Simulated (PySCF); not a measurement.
C4H10OSSi.
Geometry (GFN2-xTB, Å), atoms numbered from 1 in this order:
```xyz
17
C4H10OSSi angstrom
C     -2.8176    0.9720    0.5850
S     -2.1691   -0.0611   -0.7577
C     -0.9676   -1.0380    0.2333
O      0.0216   -0.2541    0.7996
C      0.9752    0.2146   -0.1262
C      2.0492   -0.7913   -0.5720
Si     2.7074    0.5937    0.5231
H     -3.4644    0.3747    1.2222
H     -1.9778    1.3680    1.1489
H     -3.3816    1.7775    0.1276
H     -1.5195   -1.5139    1.0459
H     -0.5729   -1.7902   -0.4579
H      0.5127    0.7930   -0.9248
H      1.9417   -1.7852   -0.1577
H      2.2580   -0.8187   -1.6323
H      3.4326    1.6746   -0.1181
H      2.9653    0.2964    1.9167
```

Theory: TDDFT wB97X-D/def2-SVPD, vertical, gas phase, core orbitals frozen in the response (PySCF).

Transition dipole moments from the ground state, in atomic units and in the frame of the coordinates above (overall signs are arbitrary), for the states with f of 0.002 or more among the lowest 8:

```json
{"state": "S2", "E (eV)": "6.413", "μx": "-1.101", "μy": "-0.602", "μz": "-0.486"}
{"state": "S3", "E (eV)": "6.481", "μx": "-0.168", "μy": "-0.161", "μz": "0.165"}
{"state": "S4", "E (eV)": "6.722", "μx": "-0.195", "μy": "-0.050", "μz": "-0.089"}
{"state": "S5", "E (eV)": "6.803", "μx": "-0.014", "μy": "-0.144", "μz": "-0.168"}
{"state": "S6", "E (eV)": "6.836", "μx": "-0.127", "μy": "-0.041", "μz": "-0.233"}
{"state": "S8", "E (eV)": "7.151", "μx": "-0.028", "μy": "-0.006", "μz": "-0.190"}
```

Problem. Work out the oscillator strengths.

Solution. f = (2/3) ΔE |μ|² with ΔE in hartree (27.2114 eV).

```csv
state,|μ|² (au),|μ| (D),f
S2,1.810,3.42,0.284
S3,0.081,0.73,0.013
S4,0.048,0.56,0.008
S5,0.049,0.56,0.008
S6,0.072,0.68,0.012
S8,0.037,0.49,0.006
```

Problem. Which bond between heavy atoms lies closest to the direction of the S2 transition dipole?

Solution. C3–O4, at 9° from it; next C5–Si7 at 15°.

Problem. What angle do the transition dipoles of S3 and S6 make?

Solution. |cos θ| = |μa·μb| / (|μa| |μb|) = 0.14, so θ ≈ 82° (taken between 0 and 90°, since the signs are arbitrary).

Problem. What peak molar absorption coefficient would the strongest computed level give as a lone Gaussian band 0.4 eV wide at half height?

Solution. ε(max) = 2.175×10⁸ f / FWHM, with the width in cm⁻¹. S2: 2.175×10⁸ × 0.2844 / 3226 ≈ 19000 L mol⁻¹ cm⁻¹.

Time: 2.4 min wall; peak memory 1.0 GiB. Hardware: one thread of an Intel Xeon at 2.50 GHz, no GPU, on a shared host.

One conformer stands for the species.

Without π bonds the low states may be Rydberg-like; a valence basis with one diffuse set may place them up to an eV too high.
